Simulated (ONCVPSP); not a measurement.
**Ranking ONCV potentials for boron (B)**

All share these settings but for the change named:

- Element: boron
- Generator: ONCVPSP 4.0.1
- Type: optimised norm-conserving Vanderbilt (ONCV)
- Functional: LDA (Perdew-Zunger)
- Relativity: scalar-relativistic
- Frozen core: [He]
- Valence charge: 3
- Reference configuration: 2s1 (charge +2)
- Partial waves: 2s: rc 1.40 bohr, ncon 4, nbas 7, qcut 6 1/bohr, 2 projectors, debl 1.2 Ha; p scattering state at 0.23 Ha: rc 1.35 bohr, ncon 5, nbas 8, qcut 4.8 1/bohr, 2 projectors, debl 3.9 Ha
- Local potential: polynomial inside 0.95 bohr (lpopt 5, dvloc0 0 Ha)
- Core correction: Teter function, fcfact 4.75, rcfact 1.65

In the p channel the program set the typed energies aside and used 0.050, 3.950 Ha.

Test errors are all-electron minus pseudo excitation energies from the reference, over 2s2 2p1; 2s2; 2s2 2p0.5; 2s1 2p1. None of these files shows a bound ghost.

The base gives 20.3 meV.

Of 5 variants that were run, those that failed, showed a ghost or another fault, or gave nearly equal values are left out.

A variant can come out equal or close to the base, since the largest error may sit in a test that the change hardly touches while other tests move.

Task: Rank these variants by their largest absolute test error, smallest first.
A. all radii but the core radius scaled by about 1.30 (s 1.82, p 1.76 bohr); local potential polynomial inside 1.24 bohr (lpopt 5, dvloc0 0 Ha)
B. all radii but the core radius scaled by about 0.90 (s 1.26, p 1.22 bohr); local potential polynomial inside 0.86 bohr (lpopt 5, dvloc0 0 Ha)
C. all radii but the core radius scaled by about 0.80 (s 1.12, p 1.08 bohr); local potential polynomial inside 0.76 bohr (lpopt 5, dvloc0 0 Ha)
D. all radii but the core radius scaled by about 1.08 (s 1.52, p 1.46 bohr); local potential polynomial inside 1.02 bohr (lpopt 5, dvloc0 0 Ha)

Result: D (13.3 meV), A (21.1 meV), B (28.0 meV), C (33.7 meV).
